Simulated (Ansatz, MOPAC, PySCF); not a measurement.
Precursor series Zn Cl-F. Isolated molecules, 0 K electronic values unless said otherwise.

Quantity: redistribution energy (mixed species minus the weighted end members), in kJ/mol. Semi-empirical values (MOPAC) are differences of heats of formation.

Level 1: frozen-core CCSD(T)/def2-TZVPP // TPSS-D3(BJ)/def2-SVP (Ansatz, a quantum-chemistry and plane-wave program)
Level 2: PBE-D3(BJ)/def2-TZVP // TPSS-D3(BJ)/def2-SVP (PySCF)
Level 3: B3LYP/3-21G // TPSS-D3(BJ)/def2-SVP (PySCF)
Level 4: PM3 // TPSS-D3(BJ)/def2-SVP (MOPAC)

| species | level 2 | level 3 | level 4 |
|---|---|---|---|
| 1 of 2 Cl replaced by F: [Zn(Cl)(F)] | -0.69 | -4.79 | 1.13 |

**Question.** What does level 1 give for each?

**Answer.** 
- 1 of 2 Cl replaced by F: [Zn(Cl)(F)]: -0.40
